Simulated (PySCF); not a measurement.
# B3LYP on Br³⁺ (bromine, charge +3)

Configuration: [Ar] 3d10 4s2 4p2, high-spin 3P determinant. All numbers are calculated (PySCF 2.14, scalar relativity by spin-free X2C-1e, in jorge-DZP-DKH (8s6p2d1f, 43 functions)).

- Total energy: -2603.595 hartree
- One-electron energy: -3574.436 hartree
- Hartree (Coulomb) energy: 1062.696 hartree
- Exchange-correlation energy: -91.856 hartree
- ⟨S²⟩: 2.0002
- ⟨L²⟩: 2.001
- Sum of ⟨r⟩: 18.44 bohr
- Sum of ⟨r²⟩: 20.18 bohr²
- Traceless quadrupole moment −½Σ⟨3z² − r²⟩ along its main axis: 1.44 e·bohr²
- Langevin diamagnetic susceptibility: -16.0 ×10⁻⁶ cm³/mol
- Time after the integrals: 0.48 s of wall time on 1 thread of Neoverse-V1 (shared host)

| shell | electrons | mean orbital energy (eV) | spread (eV) | rms radius, mean of both spins (bohr) |
| --- | --- | --- | --- | --- |
| 1s α | 1 | -13393.9 | 0 | 0.0492 |
| 1s β | 1 | -13393.7 | 0 | 0.0492 |
| 2s α | 1 | -1789.2 | 0 | 0.205 |
| 2s β | 1 | -1789.1 | 0 | 0.205 |
| 2p α | 3 | -1583.0 | 0.116 | 0.183 |
| 2p β | 3 | -1582.8 | 0.315 | 0.183 |
| 3s α | 1 | -283.93 | 0 | 0.591 |
| 3s β | 1 | -283.62 | 0 | 0.591 |
| 3p α | 3 | -218.11 | 0.486 | 0.609 |
| 3p β | 3 | -217.72 | 0.849 | 0.609 |
| 3d α | 5 | -108.79 | 0.573 | 0.648 |
| 3d β | 5 | -108.45 | 0.835 | 0.648 |
| 4s α | 1 | -56.839 | 0 | 1.65 |
| 4s β | 1 | -54.033 | 0 | 1.65 |
| 4p α | 2 | -41.863 | 0 | 1.91 |

Densities and radii are taken from the X2C orbitals without a picture-change correction, which distorts them close to the nucleus.
